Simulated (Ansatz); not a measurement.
Problem. Name a neutral molecule of C, Cl, Sn and H with LUMO energy (PBE0/def2-TZVPP) between -2.30 and -2.00 eV and LUMO energy (PBE/def2-TZVPP) between -3.20 and -2.90 eV (Ansatz, PBE0-D4/def2-TZVP geometry).

Solution. `[CH3][Sn]([Cl])([Cl])[Cl]` (-2.00 eV, -2.92 eV). Other molecules can fit too; these were computed, each in one conformer that needn't be the lowest.
